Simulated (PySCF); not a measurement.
Hf(Cl)2(OH) (Cl₂HHfO), SMILES [OH][Hf+]([Cl])[Cl], charge +1, multiplicity 1.

Coordinates come from a PBE-D3(BJ)/def2-SVP optimisation. The spin state was assumed, not searched. The isomer is the one that the SMILES or the coordinates give; other isomers of the formula were not compared. The def2 effective core potentials stand for the cores of Hf; spin–orbit coupling is left out. The values are those of a single conformer.

Calculation: PBE-D3(BJ)/def2-SVP in PySCF.

Frequencies are harmonic and unscaled.

```csv
mode,ν (cm⁻¹),IR (km/mol),moving atoms (share of kinetic energy)
1,102,1.1,"Cl 75 %, Hf 19 %"
2,129,1.5,"O 41 %, Cl 37 %, Hf 13 %, H 9 %"
3,158,1.1,"O 62 %, Cl 21 %, H 12 %"
4,380,202.9,"H 85 %, O 14 %"
5,413,18.2,"Cl 86 %, Hf 13 %"
6,418,51.0,"Cl 78 %, Hf 21 %"
7,507,196.8,"H 83 %, O 16 %"
8,782,73.2,"O 84 %, Hf 9 %"
9,3740,603.1,H 94 %
```
